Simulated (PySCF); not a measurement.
**Assigning NMR signals**

Mapped SMILES: `[O:1]=[CH:2][CH2:3][CH2:4][O:5][C:6]([F:7])([F:8])[F:9]`; H(Xn) means a hydrogen on atom n.

- σ from GIAO-PBE0/pcSseg-1
- geometry: GFN2-xTB
- code: PySCF
- no solvent model, averaged over atoms made equivalent by symmetry, fast rotation or ring inversion, single conformer, no relativistic terms

Scale: ¹³C, ¹H against TMS (reference shieldings calculated alike).

(1) Assign these signals to the numbered atoms. ¹³C{¹H} NMR (computed): δ 202.9, 130.8, 66.4, 48.4.

(2) Assign these signals to the numbered atoms. ¹H NMR (300 MHz, computed): δ 10.07 (t, 1H), 4.50 (t, 2H), 2.99 (m, 2H).

Answers

(1) 
202.9 → C2, aldehyde carbonyl carbon: low-lying n→π* states of the double bond to the heteroatom give a large paramagnetic term (-261 ppm)
130.8 → C6, CF3 carbon: 4 electronegative neighbours deshield it
66.4 → C4, sp3 CH2 bonded to O: the inductive effect lowers its shielding
48.4 → C3, sp3 CH2 α to a carbonyl: α to the electron-withdrawing carbonyl group

(2) 
10.07 → H(C2), hydrogen on an aldehyde carbonyl carbon: deshielded by the polar, anisotropic C=O bond
4.50 → H(C4), hydrogen on an sp3 CH2 bonded to O: its carbon carries O, hence the downfield position
2.99 → H(C3), hydrogen on an sp3 CH2 α to a carbonyl: α to C=O

Splittings by ¹⁹F in the carbon and heteronuclear signals aren't shown, as no couplings were computed. Shifts are as computed. Against solution values, carbons near 30 ppm lie about +3 ppm off and those near 130 ppm about +5 ppm. Of 1211 compounds with measured shifts, 218 miss one by over three times the rms of a fit or turn the order of signals round; such compounds aren't used in these exercises. No couplings were computed; multiplicities are counted from neighbouring protons, with m where these are inequivalent, close in shift, in a saturated or five-membered ring or joined by F or P, and br s for small geminal =CH2 splittings.
